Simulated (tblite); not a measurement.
Compound: C2H8B2Cl2Si.
Numbering: `[BH2:1][BH:2][CH2:3][SiH2:4][CH:5]([Cl:6])[Cl:7]` (hydrogens: H8, H9 on B1; H10 on B2; H11, H12 on C3; H13, H14 on Si4; H15 on C5)

Computed with GFN2-xTB (tblite), gas phase: L-BFGS steps from a force-field or distance-geometry start until the largest atomic force falls under 0.01 eV/Å.

Step 53: E = -587.9839 eV
```
atom  x, y, z in Å  |  force x, y, z in eV/Å
B1      2.6846    0.6894   -0.8797    0.033   0.014  -0.017
B2      1.7633   -0.5572   -0.3998   -0.018  -0.002  -0.039
C3      0.6018   -0.4128    0.6486   -0.010  -0.012   0.009
Si4    -0.9703   -0.0480   -0.3448    0.005   0.001  -0.005
C5     -2.4875    0.1194    0.8421    0.002  -0.005  -0.032
Cl6    -2.7707   -1.4117    1.6912    0.009  -0.026   0.005
Cl7    -2.2609    1.4204    2.0254    0.045   0.022  -0.016
H8      2.3275    1.4131   -1.7348    0.012  -0.022   0.018
H9      3.7507    0.9316   -0.4528   -0.018   0.002   0.007
H10     1.8669   -1.6255   -0.8877    0.010   0.020   0.023
H11     0.4244   -1.3279    1.2140   -0.003  -0.026   0.026
H12     0.7533    0.3939    1.3657   -0.024   0.024   0.003
H13    -0.9263    1.2278   -1.0672   -0.006  -0.011   0.002
H14    -1.3569   -1.1525   -1.2297    0.002   0.019  -0.028
H15    -3.4043    0.3481    0.3026   -0.038   0.002   0.043
```

Step 54: E = -587.9843 eV
```
atom  x, y, z in Å  |  force x, y, z in eV/Å
B1      2.6861    0.6890   -0.8789    0.030   0.013  -0.020
B2      1.7637   -0.5573   -0.3997   -0.006   0.022  -0.026
C3      0.6029   -0.4127    0.6484   -0.046  -0.010   0.014
Si4    -0.9702   -0.0495   -0.3442   -0.005  -0.007  -0.033
C5     -2.4878    0.1188    0.8419   -0.006  -0.002  -0.022
Cl6    -2.7702   -1.4123    1.6921    0.008  -0.020   0.003
Cl7    -2.2587    1.4205    2.0246    0.044   0.016  -0.017
H8      2.3297    1.4103   -1.7358    0.006  -0.016   0.012
H9      3.7513    0.9345   -0.4524   -0.014  -0.003   0.013
H10     1.8670   -1.6241   -0.8880    0.012  -0.003   0.013
H11     0.4226   -1.3267    1.2141    0.007  -0.040   0.029
H12     0.7510    0.3940    1.3660   -0.012   0.030   0.002
H13    -0.9268    1.2263   -1.0663   -0.004  -0.004   0.000
H14    -1.3589   -1.1511   -1.2333    0.011   0.030  -0.010
H15    -3.4060    0.3486    0.3046   -0.024  -0.005   0.043
```

Step 55: E = -587.9849 eV
```
atom  x, y, z in Å  |  force x, y, z in eV/Å
B1      2.6890    0.6889   -0.8781    0.018   0.016  -0.026
B2      1.7644   -0.5567   -0.4002   -0.003   0.043   0.002
C3      0.6032   -0.4132    0.6479   -0.066  -0.005   0.017
Si4    -0.9710   -0.0509   -0.3439   -0.013  -0.013  -0.053
C5     -2.4884    0.1179    0.8418   -0.016   0.001   0.000
Cl6    -2.7697   -1.4133    1.6936    0.009  -0.007  -0.002
Cl7    -2.2555    1.4210    2.0236    0.042   0.003  -0.023
H8      2.3344    1.4054   -1.7400    0.006  -0.016   0.015
H9      3.7520    0.9395   -0.4493   -0.015  -0.010   0.014
H10     1.8681   -1.6226   -0.8882    0.013  -0.024   0.003
H11     0.4205   -1.3268    1.2141    0.021  -0.039   0.023
H12     0.7476    0.3942    1.3661   -0.002   0.022  -0.007
H13    -0.9281    1.2247   -1.0650   -0.002   0.008  -0.004
H14    -1.3620   -1.1488   -1.2376    0.017   0.032   0.002
H15    -3.4089    0.3489    0.3084   -0.010  -0.011   0.038
```

**Question.** Estimate the geometry and energy of step 56. (The exact step hangs on the optimiser's Hessian estimate; all steps are aligned on step 55, rigid shifts and turns removed.)

**Answer.** E = -587.9855 eV, largest force 0.070 eV/Å
```
atom  x, y, z in Å  |  force x, y, z in eV/Å
B1      2.6919    0.6889   -0.8779    0.007   0.005  -0.013
B2      1.7644   -0.5558   -0.4011   -0.004   0.057   0.040
C3      0.6018   -0.4142    0.6477   -0.065  -0.001   0.014
Si4    -0.9724   -0.0526   -0.3447   -0.018  -0.013  -0.055
C5     -2.4893    0.1166    0.8418   -0.021   0.002   0.023
Cl6    -2.7691   -1.4146    1.6956    0.014   0.009  -0.005
Cl7    -2.2502    1.4219    2.0216    0.041  -0.012  -0.026
H8      2.3405    1.4004   -1.7442   -0.002  -0.003   0.000
H9      3.7521    0.9452   -0.4457   -0.015  -0.019   0.017
H10     1.8704   -1.6213   -0.8879    0.011  -0.036  -0.004
H11     0.4181   -1.3274    1.2150    0.034  -0.025   0.007
H12     0.7435    0.3947    1.3658    0.003   0.005  -0.020
H13    -0.9286    1.2233   -1.0638   -0.002   0.022  -0.010
H14    -1.3644   -1.1458   -1.2435    0.017   0.024   0.007
H15    -3.4131    0.3489    0.3146    0.002  -0.016   0.025
```

The energy changes by -0.0007 eV. The first-order estimate −F·Δx gives -0.0009 eV and the mean of the old and new forces, exact on a quadratic surface, -0.0007 eV. The step makes an angle of 70° with the force vector and moves no atom by more than 0.009 Å.

What follows is the cost of the whole relaxation. On one thread of an Arm Neoverse N1, shared host with 64 logical CPUs at a one-minute load of 58, this took 1.2 s.
